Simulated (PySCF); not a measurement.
A structure optimised at B3LYP-D3(BJ)/def2-SVP, used in a PySCF frequency run:

```
C
H 1 1.1014
H 1 1.1014 2 109.63
C 1 1.5131 2 115.20 3 131.88
C 4 1.3444 1 94.31 2 115.41
C 5 1.5131 4 94.31 1 0.00
H 6 1.1014 5 115.20 4 115.41
H 6 1.1014 7 109.63 5 -131.88
Cl 5 1.7144 4 134.19 1 180.00
Cl 4 1.7144 5 134.19 6 180.00
```

### Question
Write its SMILES, formula and point group.

### Answer
ClC1=C(Cl)CC1, C4H4Cl2, C2v

### Question
What are its rotational constants (standard atomic weights)?

### Answer
3.0583, 1.7894, 1.1456 GHz
